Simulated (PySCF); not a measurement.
A species of formula C8H12P2 has this rotational fingerprint, computed with PBE0/pcSseg-1 in PySCF (dipole) on a GFN2-xTB geometry, gas phase:

```
Rotational constants : A = 1461, B = 845.3, C = 602.4 MHz
Dipole components    : |μa| = 0.97 D, |μb| = 0.67 D, |μc| = 0.01 D
Inertial defect      : -104.72 u·Å²
κ                    : -0.43
```

**Question.** Which candidate fits, each taken in the one conformer that was computed?
A. `[CH3:1][c:2]1[p:3][cH:4][c:5]([CH:6]([CH3:7])[CH3:8])[cH:9][p:10]1` with C4–C5–C6–C7 66°
B. `[CH3:1][c:2]1[p:3][cH:4][cH:5][p:6][c:7]1[CH:8]([CH3:9])[CH3:10]` with P6–C7–C8–C9 74°
C. `[CH3:1][c:2]1[cH:3][cH:4][c:5]([P:6]([CH3:7])[PH2:8])[cH:9][cH:10]1` with C4–C5–P6–C7 117°, C5–P6–P8–H 76° and 168°
D. `[CH3:1][c:2]1[cH:3][cH:4][c:5]([PH:6][CH2:7][PH2:8])[cH:9][cH:10]1` with C4–C5–P6–C7 -82°, C5–P6–C7–P8 -170°, P6–C7–P8–H 48° and -44°

**Answer.** B. It is Cc1pccpc1C(C)C, an asymmetric top, point group C1. The candidates at the same level (rigid rotor, commonest isotopes):

```tsv
SMILES	A (MHz)	B (MHz)	C (MHz)	μa (D)	μb (D)	μc (D)	Δ (u·Å²)	point group	rotor
Cc1ccc(PCP)cc1	3059	380.9	372.6	2.06	0.26	0.55	-135.60	C1	near-prolate asymmetric top
Cc1pccpc1C(C)C	1461	845.3	602.4	0.97	0.67	0.01	-104.72	C1	asymmetric top
Cc1pcc(C(C)C)cp1	1921	613.7	517.9	1.50	0.13	0.09	-110.66	–	asymmetric top
Cc1ccc(P(C)P)cc1	2179	521.4	483.3	1.30	0.06	0.48	-155.50	C1	near-prolate asymmetric top
```

`Cc1ccc(PCP)cc1` has A 109 % too high; `Cc1pcc(C(C)C)cp1` has A 31 % too high; `Cc1ccc(P(C)P)cc1` has A 49 % too high. No structure here is proved a minimum.
